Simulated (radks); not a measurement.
Effect of the nuclear size on the niobium ion Nb36+, [He] 2s2 2p1. All-electron calculation, Dirac Kohn-Sham, relativistic LDA (MacDonald-Vosko exchange, VWN5 correlation), spin-unpolarised, spherical densities, finite nucleus; open shells fill j = l - 1/2 first; Fermi nuclear charge, rms radius 4.324 fm. Program: a radial shooting solver on a logarithmic mesh with Libxc functionals. The rms radius is varied about that value; shifts are against it.

rms radius (fm)  total energy shift (eV)  density at nucleus (e/bohr^3)  1s1/2 shift (meV)  2s1/2 shift (meV)  2p1/2 shift (meV)  3s1/2 (empty) shift (meV)  3p1/2 (empty) shift (meV)
3.7532                            -0.309                      8.269e+04               -131              -16.1              0.709                      -4.55                      0.204
3.9867                            -0.187                      8.217e+04              -79.6              -9.79              0.430                      -2.76                      0.124
4.324                                  0                      8.149e+04              0.000              0.000              0.000                      0.000                      0.000
4.4537                            0.0757                      8.124e+04               32.1               3.95             -0.174                       1.11                     -0.050
4.8472                             0.318                      8.054e+04                135               16.6             -0.728                       4.67                     -0.209

Slopes of the eigenvalues against <r^2> in GHz/fm^2, as finite differences over the two radii next to the reference (eigenvalue slopes, not the field-shift constants of lines): 1s1/2 6850, 2s1/2 843, 2p1/2 -37.0, 3s1/2 (empty) 237, 3p1/2 (empty) -10.6.
